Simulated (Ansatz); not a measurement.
`F[CH2][SnH2][Br]` → `[CH2]F`• + `[Br][SnH2]`•  (homolysis of the C–Sn bond)

Calculated with Ansatz (gas phase, PBE0-D4/def2-TZVP geometries, no zero-point term in ΔE). CCSD(T)/CBS is the MP2 limit (def2-TZVPP, def2-QZVPP) plus CCSD(T) − MP2 in def2-TZVPP, frozen cores. This one scheme is used for every species. DFT in def2-TZVPP. B3LYP here is the variant with VWN-RPA as its local correlation; programs differ in this. No spin–orbit coupling; open shells (•) take unrestricted orbitals. Elements past krypton have def2 core potentials. For Br, Sn outer-core shells are correlated without core-valence functions, which leaves a few kJ/mol of doubt a bond. Scalar relativity is left out up to krypton. Each species was taken in one conformer, which may not be the lowest.

```
             level  ΔE (kJ/mol)  difference from CCSD(T)/CBS
       LDA (SPW92)        299.7                         18.8
          B3LYP-D4        246.3                        -34.6
          BHLYP-D4        245.0                        -35.9
            B2PLYP        251.3                        -29.6
               PBE        247.4                        -33.5
            revPBE        228.6                        -52.3
            r2SCAN        238.2                        -42.7
             B3LYP        235.1                        -45.8
             BHLYP        235.4                        -45.5
      MP2/def2-SVP        257.4                        -23.5
     HF/def2-TZVPP        162.5                       -118.4
   CCSD/def2-TZVPP        258.9                        -22.0
     HF/def2-QZVPP        161.8                       -119.1
SCS-MP2/def2-QZVPP        285.8                          4.9
     MP2/CBS(def2)        294.0                         13.1
    CCSD/CBS(def2)        272.2                         -8.7
       CCSD(T)/CBS        280.9                            0
```

Largest T1 diagnostic among the species: 0.015.

At CCSD(T), def2-SVP lies −33.4 kJ/mol from the extrapolated value and def2-TZVPP −13.3 kJ/mol: correlation converges slowly with the basis, and small sets miss more of it in the bonded molecule than in its fragments. The D4 term adds +11.3 kJ/mol with B3LYP and +6.2 kJ/mol with PBE0; it sums over pairs of atoms, weighted by their polarisabilities, and B3LYP, whose exchange is more repulsive, gets the larger term.
